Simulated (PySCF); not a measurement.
Mapped SMILES: `[CH3:1][CH2:2][NH:3][c:4]1[cH:5][cH:6][cH:7][cH:8][cH:9]1`; H(Xn) means a hydrogen on atom n.

GIAO PBE0/pcSseg-1 shifts (PySCF, gas phase, non-relativistic, equivalent atoms averaged), each against references optimised in the same way as the molecule (TMS, NH3).

On the GFN2-xTB geometry: C4 153.1, C6/C8 134.9, C7 121.5, C5/C9 115.4, C2 41.0, C1 16.8, N3 96.3, H(C6)/H(C8) 7.45, H(C7) 6.87, H(C5)/H(C9) 6.65, H(C2) 3.16, H(N3) 2.82, H(C1) 1.39 ppm.

Question: What changes on the PBE0-D3(BJ)/def2-SVP geometry?

Answer: 
| atoms | δ (ppm) | change |
| --- | --- | --- |
| C4 | 151.7 | -1.4 |
| C6/C8 | 135.0 | +0.1 |
| C7 | 121.1 | -0.4 |
| C5/C9 | 114.6 | -0.8 |
| C2 | 38.5 | -2.5 |
| C1 | 16.2 | -0.6 |
| N3 | 93.6 | -2.7 |
| H(C6)/H(C8) | 7.24 | -0.21 |
| H(C7) | 6.71 | -0.16 |
| H(C5)/H(C9) | 6.44 | -0.21 |
| H(C2) | 2.88 | -0.28 |
| H(N3) | 2.62 | -0.20 |
| H(C1) | 1.33 | -0.06 |

Bonds between heavy atoms that differ most (equivalent bonds averaged): C4–C5 1.398 → 1.409 Å, C5–C6 1.380 → 1.391 Å, C6–C7 1.385 → 1.395 Å, C2–N3 1.445 → 1.438 Å, C1–C2 1.521 → 1.515 Å. Mean change of bonds to hydrogen: C–H +0.012 Å, N–H +0.002 Å.
